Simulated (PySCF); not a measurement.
**EPR parameters of [C7H11N]+**

Species: C₇H₁₁N (charge +1 and doublet state).
Geometry (GFN2-xTB, Å), atoms numbered from 1 in this order:
```xyz
19
C7H11N angstrom
C     -2.3583   -0.0610   -0.1610
C     -0.9476   -0.1047    0.4085
C     -0.3743    1.2497    0.6144
C      0.9299    1.5481    0.4835
C      1.9378    0.5623    0.0441
C      1.4470   -0.8744    0.0861
C      0.0152   -0.9699   -0.4060
N     -0.4147   -1.6477   -1.3372
H     -2.7438   -1.0663   -0.3049
H     -3.0152    0.4716    0.5233
H     -2.3789    0.4540   -1.1186
H     -0.9804   -0.6182    1.3841
H     -1.0900    2.0385    0.8005
H      1.2699    2.5643    0.6193
H      2.8314    0.6527    0.6753
H      2.2845    0.8393   -0.9601
H      2.0891   -1.5272   -0.5060
H      1.4285   -1.2329    1.1186
H      0.0603   -2.2689   -1.9712
```

The hyperfine couplings belong to this conformer and change with its torsions.

Identity: `[H]/N=C1\CC[CH][CH+][C@H]1C` [radical] (charge +1).

Method: PySCF, UKS B3LYP, pcH-1 on C H N, non-relativistic, mean-field spin-orbit, GIAO. The structure is a single GFN2-xTB conformer in the gas phase; no vibrational or solvent corrections. A GFN2-xTB geometry isn't a minimum of the functional, and hyperfine couplings can be far from their values at a DFT geometry, by a factor of two or more for some ions and for spin on atoms past the first row. Stability of the SCF solution: not tested.

| Quantity | Value |
| --- | --- |
| g1, g2, g3 | 2.00210, 2.00291, 2.00389 |
| g_iso | 2.00297 |
| Form of g | rhombic: the two nearest values differ by 45 % of g3 − g1 |
| ⟨S²⟩ | 0.7546 (exact 0.7500) |
| α and β electrons | 30, 29 |
| HOMO–LUMO gap, α and β orbitals | 6.51, 1.55 eV |
| Total energy | -327.80666 Eh |

Hyperfine couplings atom by atom, in G; T1 to T3 are the principal values of the dipolar part (MHz turned into gauss with g_iso; 10 G = 1 mT):

```csv
atom,isotope,a_iso,T1,T2,T3,Mulliken spin population
C1,13C,1.1,-0.2,-0.1,0.3,0.00
C2,13C,4.4,-4.0,-3.4,7.4,0.06
C3,13C,0.4,-4.9,-4.2,9.1,0.15
C4,13C,3.2,-5.7,-5.4,11.1,0.18
C5,13C,-3.9,-1.3,-1.0,2.3,-0.01
C6,13C,11.1,-3.2,-2.8,6.1,0.07
C7,13C,-3.1,-5.6,-0.6,6.2,-0.04
N8,14N,30.7,-7.8,-6.0,13.8,0.47
H9,1H,-0.1,-1.4,-0.4,1.8,0.00
H10,1H,0.5,-0.6,-0.2,0.9,0.00
H11,1H,0.7,-1.1,-0.2,1.3,0.00
H12,1H,28.0,-1.5,-1.0,2.5,0.03
H13,1H,1.5,-2.3,-1.1,3.3,0.00
H14,1H,-4.5,-2.7,-0.8,3.5,-0.01
H15,1H,41.0,-1.2,-0.9,2.1,0.04
H16,1H,21.1,-1.1,-0.7,1.8,0.02
H17,1H,-1.8,-1.8,-0.1,1.9,0.00
H18,1H,4.9,-1.0,-0.5,1.5,0.01
H19,1H,29.9,-7.9,-4.2,12.1,0.02
```

Largest spin populations (Mulliken): N8 (+0.47), C4 (+0.18), C3 (+0.15) and C6 (+0.07).

C4, the radical centre as drawn in `[H]/N=C1\CC[CH][CH+][C@H]1C`, holds a spin population of +0.18 out of 1.

Axes: g1 points within 8° of the C7–N8 bond.

Under fast tumbling the dipolar parts average out, and these isotropic splittings remain (the largest six): 1 × 1H (H15, I = 1/2, 2 lines) with 4.10 mT, 1 × 14N (N8, I = 1, 3 lines) with 3.07 mT, 1 × 1H (H19, I = 1/2, 2 lines) with 2.99 mT, 1 × 1H (H12, I = 1/2, 2 lines) with 2.80 mT, 1 × 1H (H16, I = 1/2, 2 lines) with 2.11 mT and 1 × 1H (H18, I = 1/2, 2 lines) with 0.49 mT.

Nuclei that the bonding pattern makes equivalent are averaged, as if the motion that swaps them (rotation, inversion, ring flip) were fast.

The 13C coupling of C6 (31.0 MHz) shows only in satellite lines or after enrichment, since that isotope makes up about 1.07 % of natural carbon.

β density exceeds α density at some nuclei, such as C5 (-0.0098), C7 (-0.0077) and H14 (-0.0028), spin density in bohr⁻³. In a single determinant that takes different orbitals for the two spins, that is spin polarisation.
